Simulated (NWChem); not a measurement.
System: Mg cation, doublet

NWChem input:

```
start job
memory heap 200 mb stack 900 mb global 1100 mb
charge 1
geometry units angstroms noautoz
  Mg     0.000000     0.000000     0.000000
end
basis spherical
  Mg library def2-svp
end
dft
  odft
  mult 2
  xc hcth407
  iterations 150
  mulliken
end
task dft energy
```

Output (shortened):

```
             Northwest Computational Chemistry Package (NWChem) 7.3.0
             --------------------------------------------------------

                             Geometry "geometry" -> ""
                             -------------------------

 Output coordinates in angstroms (scale by  1.889725989 to convert to a.u.)

  No.       Tag          Charge          X              Y              Z
 ---- ---------------- ---------- -------------- -------------- --------------
    1 Mg                  12.0000     0.00000000     0.00000000     0.00000000

 Effective nuclear repulsion energy (a.u.)       0.0000000000

                                 NWChem DFT Module
                                 -----------------

 Summary of "ao basis" -> "ao basis" (spherical)
 ------------------------------------------------------------------------------
       Tag                 Description            Shells   Functions and Types
 ---------------- ------------------------------  ------  ---------------------
 Mg                         def2-svp                 8       18   4s3p1d

            General Information
            -------------------
          SCF calculation type: DFT
          Wavefunction type:  spin polarized.
          No. of atoms     :     1
          No. of electrons :    11
           Alpha electrons :     6
            Beta electrons :     5
          Charge           :     1
          Spin multiplicity:     2
          Use of symmetry is: off; symmetry adaption is: off
          Maximum number of iterations: 150
          AO basis - number of functions:    18
                     number of shells:     8
          Convergence on energy requested:  1.00D-06
          Convergence on density requested:  1.00D-05
          Convergence on gradient requested:  5.00D-04

              XC Information
              --------------
                      HCTH407 Method XC Functional
                      HCTH407  Exchange Functional  1.000
                   HCTH407  Correlation Functional  1.000

             Grid Information
             ----------------
          Grid used for XC integration:  medium
          Radial quadrature: Mura-Knowles
          Angular quadrature: Lebedev.
          Tag              B.-S. Rad. Rad. Pts. Rad. Cut. Ang. Pts.
          ---              ---------- --------- --------- ---------
          Mg                  1.50       88           8.0       590
          Grid pruning is: on
          Number of quadrature shells:    88
          Spatial weights used:  Erf1

      Superposition of Atomic Density Guess
      -------------------------------------

 Sum of atomic energies:        -199.53481071

 Renormalizing density from      12.00 to     11

      Non-variational initial energy
      ------------------------------

 Total energy =    -188.992255
 1-e energy   =    -255.931049
 2-e energy   =      66.938794
 HOMO         =      -0.607988
 LUMO         =      -0.239194

     ---------------------------------------------
      Total Density - Mulliken Population Analysis
     ---------------------------------------------

    Atom       Charge   Shell Charges
 -----------   ------   -------------------------------------------------------
    1 Mg  12    11.00   2.00  2.01  1.04 -0.05  6.08 -0.09  0.01  0.00

     --------------------------------------------
      Spin Density - Mulliken Population Analysis
     --------------------------------------------

    Atom       Charge   Shell Charges
 -----------   ------   -------------------------------------------------------
    1 Mg  12     1.00   0.00 -0.00  1.06 -0.05  0.00  0.00  0.00 -0.00

   convergence    iter        energy       DeltaE   RMS-Dens  Diis-err
 ---------------- ----- ----------------- --------- --------- ---------
 d= 0,ls=0.0,diis     1   -199.6695903763 -2.00D+02  1.73D-02  7.96D-02
                                                     1.13D-02  1.22D-01
 d= 0,ls=0.0,diis     2   -199.7063931975 -3.68D-02  4.91D-03  3.55D-03
                                                     6.43D-04  3.29D-04
 d= 0,ls=0.0,diis     3   -199.7072572225 -8.64D-04  2.86D-04  1.27D-06
                                                     2.88D-04  5.32D-05
 d= 0,ls=0.0,diis     4   -199.7072687056 -1.15D-05  2.33D-05  1.14D-07
                                                     3.63D-05  1.93D-06
 d= 0,ls=0.0,diis     5   -199.7072686623  4.34D-08  6.76D-06  4.59D-09
                                                     1.21D-05  6.00D-07
 d= 0,ls=0.0,diis     6   -199.7072687259 -6.36D-08  1.31D-06  6.23D-11
                                                     1.11D-05  1.91D-07
 d= 0,ls=0.0,diis     7   -199.7072687586 -3.27D-08  7.43D-09  3.53D-14
                                                     1.19D-06  1.22D-07

         Total DFT energy =     -199.707268758583
      One electron energy =     -275.328083015646
           Coulomb energy =       91.855252027882
    Exchange-Corr. energy =      -16.234437770819
 Nuclear repulsion energy =        0.000000000000

 Numeric. integr. density =       11.000000000061

                    DFT Final Alpha Molecular Orbital Analysis
                    ------------------------------------------

 Vector    4  Occ=1.000000D+00  E=-2.108153D+00
              MO Center= -9.6D-17, -1.0D-17, -3.7D-17, r^2= 1.7D-01
   Bfn.  Coefficient  Atom+Function         Bfn.  Coefficient  Atom+Function
  ----- ------------  ---------------      ----- ------------  ---------------
     5      0.863641  1 Mg px                 6      0.440983  1 Mg py
     7      0.232637  1 Mg pz

 Vector    5  Occ=1.000000D+00  E=-2.108153D+00
              MO Center= -3.2D-17, -1.6D-17,  7.9D-17, r^2= 1.7D-01
   Bfn.  Coefficient  Atom+Function         Bfn.  Coefficient  Atom+Function
  ----- ------------  ---------------      ----- ------------  ---------------
     7      0.908351  1 Mg pz                 5     -0.352836  1 Mg px
     6      0.211817  1 Mg py

 Vector    6  Occ=1.000000D+00  E=-4.339207D-01
              MO Center=  8.1D-16,  2.2D-16,  1.4D-16, r^2= 2.6D+00
   Bfn.  Coefficient  Atom+Function         Bfn.  Coefficient  Atom+Function
  ----- ------------  ---------------      ----- ------------  ---------------
     3      1.080654  1 Mg s                  2      0.401645  1 Mg s
     1     -0.062818  1 Mg s

 Vector    7  Occ=0.000000D+00  E=-2.801884D-01
              MO Center=  4.8D-16, -4.7D-17,  4.0D-16, r^2= 4.1D+00
   Bfn.  Coefficient  Atom+Function         Bfn.  Coefficient  Atom+Function
  ----- ------------  ---------------      ----- ------------  ---------------
    12      0.399514  1 Mg py                13     -0.372584  1 Mg pz
     9      0.329748  1 Mg py                10     -0.307521  1 Mg pz
    11     -0.293922  1 Mg px                 8     -0.242595  1 Mg px
     6      0.144599  1 Mg py                 7     -0.134852  1 Mg pz
     5     -0.106381  1 Mg px

 Vector    8  Occ=0.000000D+00  E=-2.801884D-01
              MO Center= -1.1D-15,  2.3D-16, -8.8D-17, r^2= 4.1D+00
   Bfn.  Coefficient  Atom+Function         Bfn.  Coefficient  Atom+Function
  ----- ------------  ---------------      ----- ------------  ---------------
    11      0.496567  1 Mg px                 8      0.409854  1 Mg px
    12      0.371744  1 Mg py                 9      0.306828  1 Mg py
     5      0.179727  1 Mg px                 6      0.134548  1 Mg py

 Vector    9  Occ=0.000000D+00  E=-2.801884D-01
              MO Center=  8.8D-17,  7.2D-16,  5.1D-18, r^2= 4.1D+00
   Bfn.  Coefficient  Atom+Function         Bfn.  Coefficient  Atom+Function
  ----- ------------  ---------------      ----- ------------  ---------------
    13      0.495937  1 Mg pz                10      0.409334  1 Mg pz
    12      0.294984  1 Mg py                 9      0.243472  1 Mg py
    11     -0.227708  1 Mg px                 8     -0.187944  1 Mg px
     7      0.179499  1 Mg pz                 6      0.106766  1 Mg py
     5     -0.082416  1 Mg px

                     DFT Final Beta Molecular Orbital Analysis
                     -----------------------------------------

 Vector    3  Occ=1.000000D+00  E=-2.105926D+00
              MO Center= -4.1D-17,  4.8D-16, -5.0D-17, r^2= 1.7D-01
   Bfn.  Coefficient  Atom+Function         Bfn.  Coefficient  Atom+Function
  ----- ------------  ---------------      ----- ------------  ---------------
     6      0.988105  1 Mg py                 7     -0.113792  1 Mg pz
     5     -0.073315  1 Mg px

 Vector    4  Occ=1.000000D+00  E=-2.105926D+00
              MO Center=  4.8D-17,  7.0D-18,  1.5D-17, r^2= 1.7D-01
   Bfn.  Coefficient  Atom+Function         Bfn.  Coefficient  Atom+Function
  ----- ------------  ---------------      ----- ------------  ---------------
     5      0.966003  1 Mg px                 7      0.227875  1 Mg pz
     6      0.097917  1 Mg py

 Vector    5  Occ=1.000000D+00  E=-2.105926D+00
              MO Center= -2.4D-17,  8.2D-18,  2.9D-17, r^2= 1.7D-01
   Bfn.  Coefficient  Atom+Function         Bfn.  Coefficient  Atom+Function
  ----- ------------  ---------------      ----- ------------  ---------------
     7      0.964262  1 Mg pz                 5     -0.236938  1 Mg px
     6      0.093465  1 Mg py

 Vector    6  Occ=0.000000D+00  E= 1.046959D-01
              MO Center= -6.5D-14, -7.3D-14, -1.6D-13, r^2= 4.6D+00
   Bfn.  Coefficient  Atom+Function         Bfn.  Coefficient  Atom+Function
  ----- ------------  ---------------      ----- ------------  ---------------
     3      1.951427  1 Mg s                  4     -1.296741  1 Mg s
     2      0.471693  1 Mg s                  1     -0.071447  1 Mg s

 Vector    7  Occ=0.000000D+00  E= 3.077204D-01
              MO Center= -2.4D-14,  1.9D-15,  1.1D-14, r^2= 2.2D+00
   Bfn.  Coefficient  Atom+Function         Bfn.  Coefficient  Atom+Function
  ----- ------------  ---------------      ----- ------------  ---------------
     8      1.089450  1 Mg px                10     -0.658848  1 Mg pz
    11     -0.388740  1 Mg px                 5      0.312963  1 Mg px
    13      0.235092  1 Mg pz                 9     -0.214932  1 Mg py
     7     -0.189265  1 Mg pz                12      0.076693  1 Mg py
     6     -0.061743  1 Mg py

 Vector    8  Occ=0.000000D+00  E= 3.077204D-01
              MO Center=  3.3D-14,  8.2D-14,  2.4D-14, r^2= 2.2D+00
   Bfn.  Coefficient  Atom+Function         Bfn.  Coefficient  Atom+Function
  ----- ------------  ---------------      ----- ------------  ---------------
     9      1.124327  1 Mg py                 8      0.475925  1 Mg px
    10      0.420192  1 Mg pz                12     -0.401185  1 Mg py
     6      0.322982  1 Mg py                11     -0.169821  1 Mg px
    13     -0.149934  1 Mg pz                 5      0.136717  1 Mg px
     7      0.120707  1 Mg pz

     ---------------------------------------------
      Total Density - Mulliken Population Analysis
     ---------------------------------------------

    Atom       Charge   Shell Charges
 -----------   ------   -------------------------------------------------------
    1 Mg  12    11.00   2.00  1.99  1.03 -0.02  5.98  0.02  0.00  0.00

     --------------------------------------------
      Spin Density - Mulliken Population Analysis
     --------------------------------------------

    Atom       Charge   Shell Charges
 -----------   ------   -------------------------------------------------------
    1 Mg  12     1.00   0.00  0.01  1.01 -0.01 -0.00 -0.00  0.00  0.00

     -------------------------------------------
      Total Density - Lowdin Population Analysis
     -------------------------------------------

    Atom       Charge   Shell Charges
 -----------   ------   -------------------------------------------------------
    1 Mg  12    11.00   2.00  1.96  0.80  0.25  5.83  0.17  0.00  0.00

     ------------------------------------------
      Spin Density - Lowdin Population Analysis
     ------------------------------------------

    Atom       Charge   Shell Charges
 -----------   ------   -------------------------------------------------------
    1 Mg  12     1.00   0.00  0.04  0.72  0.24 -0.00  0.00  0.00  0.00

   alpha - beta orbital overlaps
   -----------------------------

   alpha      1      2      3      4      5      6      7      8      9     10
    beta      1      2      3      4      5      6     11     12     13     10
 overlap   1.000  1.000  0.928  0.936  0.985  0.749  0.742  0.605  0.614  0.749

   alpha     11     12     13     14     15     16     17     18
    beta     15     18     16     14     15      8      7      9
 overlap   0.735  0.861  0.896  0.831  0.655  0.666  0.707  0.668

     --------------------------
     Expectation value of S2:
     --------------------------
      <S2> =      0.7500 (Exact =     0.7500)
```

Level: HCTH/407/def2-SVP, spin-unrestricted. No stability test was run on the SCF state.
